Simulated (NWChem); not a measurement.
System: C2H5GaO; SMILES [GaH]([OH])[CH]=C

Here is an NWChem input.

```
start job
memory heap 200 mb stack 900 mb global 1100 mb
geometry units angstroms noautoz
  Ga    -0.470654    -0.548132     0.000000
  H     -1.725213    -1.474443     0.000000
  C     -0.400626     1.405041     0.000000
  C      0.751991     2.088058     0.000000
  H     -1.333085     1.984667     0.000000
  H      0.789297     3.184748     0.000000
  H      1.728778     1.588373     0.000000
  O      1.074703    -1.449178     0.000000
  H      1.875483    -0.916192     0.000000
end
basis spherical
  * library def2-svp
end
dft
  xc xpbe96 cpbe96
  iterations 150
  vectors input atomic output neutral.movecs
end
task dft energy
charge 1
dft
  odft
  mult 2
  vectors input atomic output cation.movecs
end
task dft energy
```

NWChem printed, in part:

```
             Northwest Computational Chemistry Package (NWChem) 7.3.0
             --------------------------------------------------------

 CS  symmetry detected

                             Geometry "geometry" -> ""
                             -------------------------

 Output coordinates in angstroms (scale by  1.889725989 to convert to a.u.)

  No.       Tag          Charge          X              Y              Z
 ---- ---------------- ---------- -------------- -------------- --------------
    1 Ga                  31.0000    -0.38705884    -0.52052528     0.00000000
    2 H                    1.0000    -1.56835249    -1.53861941     0.00000000
    3 C                    6.0000    -0.46421217     1.43237924     0.00000000
    4 C                    6.0000     0.63373723     2.20019777     0.00000000
    5 H                    1.0000    -1.43764592     1.94019104     0.00000000
    6 H                    1.0000     0.58840788     3.29658545     0.00000000
    7 H                    1.0000     1.64535746     1.77543612     0.00000000
    8 O                    8.0000     1.22172293    -1.30272307     0.00000000
    9 H                    1.0000     1.98012331    -0.71098702     0.00000000

 Effective nuclear repulsion energy (a.u.)     247.6519708220

      Symmetry information
      --------------------

 Group name             Cs
 Group number              2
 Group order               2
 No. of unique centers     9

  pbe96 is a nonlocal functional; adding pw91lda local functional.

                                 NWChem DFT Module
                                 -----------------

 Summary of "ao basis" -> "ao basis" (spherical)
 ------------------------------------------------------------------------------
       Tag                 Description            Shells   Functions and Types
 ---------------- ------------------------------  ------  ---------------------
 Ga                         def2-svp                12       32   5s4p3d
 H                          def2-svp                 3        5   2s1p
 C                          def2-svp                 6       14   3s2p1d
 O                          def2-svp                 6       14   3s2p1d

      Symmetry analysis of basis
      --------------------------

        a'         72
        a"         27

            General Information
            -------------------
          SCF calculation type: DFT
          Wavefunction type:  closed shell.
          No. of atoms     :     9
          No. of electrons :    56
           Alpha electrons :    28
            Beta electrons :    28
          Charge           :     0
          Spin multiplicity:     1
          Use of symmetry is: on ; symmetry adaption is: on
          Maximum number of iterations: 150
          AO basis - number of functions:    99
                     number of shells:    45
          Convergence on energy requested:  1.00D-06
          Convergence on density requested:  1.00D-05
          Convergence on gradient requested:  5.00D-04

              XC Information
              --------------
          PerdewBurkeErnzerhof Exchange Functional  1.000
            Perdew 1991 LDA Correlation Functional  1.000 local
           PerdewBurkeErnz. Correlation Functional  1.000 non-local

             Grid Information
             ----------------
          Grid used for XC integration:  medium
          Radial quadrature: Mura-Knowles
          Angular quadrature: Lebedev.
          Tag              B.-S. Rad. Rad. Pts. Rad. Cut. Ang. Pts.
          ---              ---------- --------- --------- ---------
          Ga                  1.30      112          11.0       590
          H                   0.35       45          13.0       434
          C                   0.70       49          11.0       434
          O                   0.60       49          12.0       434
          Grid pruning is: on
          Number of quadrature shells:   484
          Spatial weights used:  Erf1

      Superposition of Atomic Density Guess
      -------------------------------------

 Sum of atomic energies:       -2075.41303103

      Non-variational initial energy
      ------------------------------

 Total energy =   -2076.956986
 1-e energy   =   -3383.638190
 2-e energy   =    1059.029234
 HOMO         =      -0.321510
 LUMO         =      -0.037155

      Symmetry analysis of molecular orbitals - initial
      -------------------------------------------------

  Numbering of irreducible representations:

     1 a'          2 a"

  Orbital symmetries:

     1 a'          2 a'          3 a'          4 a'          5 a"
     6 a'          7 a'          8 a'          9 a'         10 a'
    11 a'         12 a"         13 a'         14 a'         15 a'
    16 a'         17 a"         18 a"         19 a'         20 a'
    21 a'         22 a'         23 a'         24 a'         25 a"
    26 a'         27 a"         28 a'         29 a"         30 a'
    31 a"         32 a'         33 a'         34 a'         35 a'
    36 a'         37 a'         38 a'

   convergence    iter        energy       DeltaE   RMS-Dens  Diis-err
 ---------------- ----- ----------------- --------- --------- ---------
 d= 0,ls=0.0,diis     1  -2078.3418141354 -2.33D+03  2.42D-02  8.22D-01
 d= 0,ls=0.0,diis     2  -2077.3811869271  9.61D-01  1.97D-02  8.37D+00
 d= 0,ls=0.0,diis     3  -2078.4281416708 -1.05D+00  3.42D-03  1.31D-01
 d= 0,ls=0.0,diis     4  -2078.4367973642 -8.66D-03  1.85D-03  5.30D-02
 d= 0,ls=0.0,diis     5  -2078.4405513245 -3.75D-03  8.27D-04  1.14D-02
  Resetting Diis
 d= 0,ls=0.0,diis     6  -2078.4420131308 -1.46D-03  2.35D-04  1.36D-03
 d= 0,ls=0.0,diis     7  -2078.4421878286 -1.75D-04  1.43D-04  3.24D-05
 d= 0,ls=0.0,diis     8  -2078.4421677880  2.00D-05  8.97D-05  2.15D-04
 d= 0,ls=0.0,diis     9  -2078.4421923302 -2.45D-05  1.43D-05  2.09D-06
 d= 0,ls=0.0,diis    10  -2078.4421926033 -2.73D-07  4.12D-06  3.08D-07

         Total DFT energy =    -2078.442192603285
      One electron energy =    -3385.760527750171
           Coulomb energy =     1155.467139567758
    Exchange-Corr. energy =      -95.800775242889
 Nuclear repulsion energy =      247.651970822017

 Numeric. integr. density =       55.999989792698

                  Occupations of the irreducible representations
                  ----------------------------------------------

                     irrep           alpha         beta
                     --------     --------     --------
                     a'               22.0         22.0
                     a"                6.0          6.0

                       DFT Final Molecular Orbital Analysis
                       ------------------------------------

 Vector   26  Occ=2.000000D+00  E=-2.665584D-01  Symmetry=a"
              MO Center=  3.8D-01,  6.7D-01,  9.1D-16, r^2= 3.6D+00
   Bfn.  Coefficient  Atom+Function         Bfn.  Coefficient  Atom+Function
  ----- ------------  ---------------      ----- ------------  ---------------
    86      0.336691  8 O  pz                43      0.324815  3 C  pz
    57      0.311154  4 C  pz                89      0.243644  8 O  pz
    60      0.200123  4 C  pz                46      0.194855  3 C  pz
    14      0.136951  1 Ga pz                17      0.128790  1 Ga pz
    11     -0.077750  1 Ga pz                21      0.040020  1 Ga d  1

 Vector   27  Occ=2.000000D+00  E=-2.474883D-01  Symmetry=a"
              MO Center=  7.9D-01, -1.4D-01,  5.4D-16, r^2= 3.5D+00
   Bfn.  Coefficient  Atom+Function         Bfn.  Coefficient  Atom+Function
  ----- ------------  ---------------      ----- ------------  ---------------
    86      0.496214  8 O  pz                89      0.368566  8 O  pz
    57     -0.264118  4 C  pz                43     -0.239936  3 C  pz
    60     -0.172959  4 C  pz                46     -0.169846  3 C  pz
    17      0.080502  1 Ga pz                14      0.063843  1 Ga pz
    21      0.056727  1 Ga d  1              19      0.054228  1 Ga d -1

 Vector   28  Occ=2.000000D+00  E=-2.446438D-01  Symmetry=a'
              MO Center=  5.1D-02,  1.2D-01, -2.4D-16, r^2= 4.1D+00
   Bfn.  Coefficient  Atom+Function         Bfn.  Coefficient  Atom+Function
  ----- ------------  ---------------      ----- ------------  ---------------
    42      0.344515  3 C  py                85      0.323751  8 O  py
    40     -0.247651  3 C  s                 13     -0.235990  1 Ga py
    88      0.227889  8 O  py                33      0.172507  2 H  s
    34      0.172278  2 H  s                 66      0.163499  5 H  s
    71     -0.154744  6 H  s                 77      0.152001  7 H  s

 Vector   29  Occ=0.000000D+00  E=-7.886563D-02  Symmetry=a"
              MO Center= -8.0D-02,  6.7D-01, -2.0D-15, r^2= 4.2D+00
   Bfn.  Coefficient  Atom+Function         Bfn.  Coefficient  Atom+Function
  ----- ------------  ---------------      ----- ------------  ---------------
    60     -0.432044  4 C  pz                17      0.421879  1 Ga pz
    57     -0.368363  4 C  pz                14      0.342639  1 Ga pz
    46      0.287500  3 C  pz                43      0.211431  3 C  pz
    86     -0.176850  8 O  pz                11     -0.167786  1 Ga pz
    89     -0.156931  8 O  pz                 8      0.054159  1 Ga pz

 Vector   30  Occ=0.000000D+00  E=-1.063045D-02  Symmetry=a'
              MO Center=  6.6D-01, -2.9D-01, -4.8D-15, r^2= 4.7D+00
   Bfn.  Coefficient  Atom+Function         Bfn.  Coefficient  Atom+Function
  ----- ------------  ---------------      ----- ------------  ---------------
     5      0.858746  1 Ga s                 83     -0.550196  8 O  s
    40     -0.469155  3 C  s                 77      0.453114  7 H  s
    54     -0.434836  4 C  s                 34     -0.390130  2 H  s
    96      0.361614  9 H  s                  4      0.342322  1 Ga s
    15      0.274565  1 Ga px                58     -0.236936  4 C  px

[...]
```

Level: PBE/def2-SVP, vertical spin-unrestricted ions. The geometry was optimised at PBE0/def2-SVP.
